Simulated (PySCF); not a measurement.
Static response to an electric field

C₄H₇F₃S.
Geometry (PBE0-D3(BJ)/def2-SVP, Å), atoms numbered from 1 in this order:
```xyz
15
C4H7F3S angstrom
C     -2.1786    0.1936    0.5596
C     -0.8510    0.5252   -0.1049
C     -0.0934   -0.7286   -0.5133
S      1.4279   -0.4445   -1.4670
C      2.5332    0.0465   -0.1276
F      2.2312    1.2371    0.3977
F      2.5281   -0.8274    0.8806
F      3.7668    0.1170   -0.6126
H     -2.0337   -0.4154    1.4662
H     -2.8391   -0.3717   -0.1171
H     -2.7121    1.1083    0.8573
H     -1.0119    1.1508   -0.9979
H     -0.2265    1.1226    0.5768
H     -0.7030   -1.3546   -1.1844
H      0.1645   -1.3564    0.3537
```

Level: PBE0/def2-SVPD (PySCF), static field, nuclei fixed, core orbitals frozen in the response. The polarisability tensor in these axes (au):

```
x   87.45  0.23 -4.57
y    0.23 65.03  1.97
z   -4.57  1.97 68.46
```

Q: Diagonalise the tensor; give its mean and Δα, where Δα² is half the sum of the squared differences of the eigenvalues.

A: Principal values 63.92, 68.52 and 88.49 au; mean 73.65 au = 10.91 Å³ = 12.14 × 10⁻⁴⁰ C²·m²/J; Δα = 22.62 au (31 % of the mean).

Q: What is the dipole moment, and where does it point?

A: (-2.54, -0.40, 0.20) D, 2.58 D in size, pointing from the negative to the positive side. Measured along this direction, the outermost atoms are F8 at the negative end and H10 at the positive end.

Q: In a dilute gas of rigid molecules at 298 K, how does the orientational term μ²/3kT compare with the electronic polarisability?

A: In Gaussian units μ²/3kT = 53.86 Å³ against 10.91 Å³, a ratio of 4.94; the Debye molar polarisation (4π/3)N_A(α + μ²/3kT) is 163.4 cm³/mol, leaving out the vibrational part.

Q: What depolarisation ratio follows for Rayleigh scattering of linearly polarised light, taking the static tensor?

A: ρ = 3Δα²/(45ᾱ² + 4Δα²) = 1535.4/(244072 + 2047.2) = 0.00624.

Q: What would n − 1 = 2πNα be for an ideal gas of these molecules at 500 K and 1 atm, electronic part alone?

A: N = p/kT = 1.4678 × 10¹⁹ cm⁻³, so n − 1 = 2π × N × 10.91 × 10⁻²⁴ cm³ = 1006 × 10⁻⁶ at long wavelengths, for an ideal gas.

Q: Sum over states: ᾱ = Σ f/ω², ω in Eh. What share falls to these 6 lowest TDDFT singlets (eV, f)? 5.73, 0.0001; 7.09, 0.0398; 7.28, 0.0034; 7.71, 0.0024; 7.73, 0.0194; 8.03, 0.0519.

A: They add up to 1.50 au, 2.0 % of the 73.65 au; the largest single term is 0.60 au, from the state at 8.03 eV. Terms in order: 0.00, 0.59, 0.05, 0.03, 0.24, 0.60 au. Higher excitations give the rest. The strengths listed sum to 0.117.

The structure is a single PBE0-D3(BJ)/def2-SVP conformer in the gas phase; no vibrational or solvent corrections.
